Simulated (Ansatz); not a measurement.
Basis-set series for `[OH][Al-]([OH])([OH])[SH2+]`. Charge 0, multiplicity 1. The geometry is a stationary point of PBE0-D4/def2-TZVP. It is one conformer, not always the lowest.

```tsv
functional	basis	functions	energy (Eh)	HOMO (eV)	LUMO (eV)
PBE0-D4	def2-TZVPP	247	-869.12926	-8.13	-0.29
PBE0-D4	def2-QZVPP	461	-869.16403	-8.21	-0.39
ωB97M-V	def2-TZVPP	247	-869.51521	-10.49	1.56
ωB97M-V	def2-QZVPP	461	-869.54834	-10.57	0.99
```

Problem. Give the rows for def2-SVP. (Best estimate.)

Solution. Computed: 
```csv
functional,basis,functions,energy (Eh),HOMO (eV),LUMO (eV)
PBE0-D4,def2-SVP,103,-868.60536,-7.84,0.18
ωB97M-V,def2-SVP,103,-868.98649,-10.20,2.04
```

Positive LUMOs are unbound and depend on the basis.
